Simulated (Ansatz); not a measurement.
Computed with Ansatz on PBE0-D4/def2-TZVP structures; ΔE is electronic, products minus reactants. CBS: MP2 limit from def2 TZ/QZ plus the TZ coupled-cluster correction, frozen cores. This one scheme is used for every species. Functionals use def2-TZVPP. B3LYP here is the variant with VWN-RPA as its local correlation; programs differ in this. One conformer a species, not always the lowest.

`NB(Cl)CF` + HCl → `NB(Cl)Cl` + `CF`  (ligand exchange at a B–C bond)

`NB(Cl)CF`:

Z-matrix (Å, degrees):
```
C
F 1 1.383
B 1 1.582 2 113.4
H 1 1.097 2 107.8 3 123.9
H 1 1.099 2 107.8 3 -121.1
Cl 3 1.765 1 120.0 2 -24.0
N 3 1.388 1 120.9 2 158.3
H 7 1.006 3 123.1 1 -4.0
H 7 1.006 3 122.6 1 175.6
```

HCl:

```xyz
2

Cl    0.001   -0.528   -0.360
H    -0.001    0.528    0.360
```

`NB(Cl)Cl`:

Z-matrix (Å, degrees):
```
N
B 1 1.384
H 1 1.005 2 122.3
H 1 1.005 2 122.3 3 180.0
Cl 2 1.761 1 120.3 3 -180.0
Cl 2 1.761 1 120.3 3 0.0
```

`CF`:

```xyz
5

C    -0.050    0.022   -0.028
F     1.073   -0.473    0.595
H    -0.094   -0.369   -1.047
H     0.005    1.113   -0.050
H    -0.935   -0.293    0.529
```

(1) Is it downhill or uphill in electronic energy at CCSD(T)/CBS, and by how much? (Best estimate.)

(2) What do these levels give: revPBE-D4, B97M-V, CAM-B3LYP-D4, B2PLYP, revPBE, BLYP, B3LYP, r2SCAN0, MP2/def2-TZVPP, CCSD/def2-TZVPP, MP2/def2-QZVPP, HF/CBS(def2)? (Estimate.)

Largest T1 diagnostic among the species: 0.011.

Results:

(1) Ansatz gave: Downhill: ΔE = -20.8 kcal/mol.

(2) The calculation gave: revPBE-D4 -20.8, B97M-V -21.6, CAM-B3LYP-D4 -20.4, B2PLYP -21.6, revPBE -21.4, BLYP -21.1, B3LYP -21.2, r2SCAN0 -21.7, MP2/def2-TZVPP -22.4, CCSD/def2-TZVPP -20.5, MP2/def2-QZVPP -22.5, HF/CBS(def2) -22.3 kcal/mol.

Leaving LDA and LC-ωPBE aside and taking each functional with its dispersion term where it has one, the values, not all of them listed here, spread over 1.4 kcal/mol, from PBE-QIDH to CAM-B3LYP-D4. LDA lies +1.4 kcal/mol from PBE without D4. At CCSD(T), def2-SVP lies −1.6 kcal/mol from the extrapolated value and def2-TZVPP +0.2 kcal/mol.
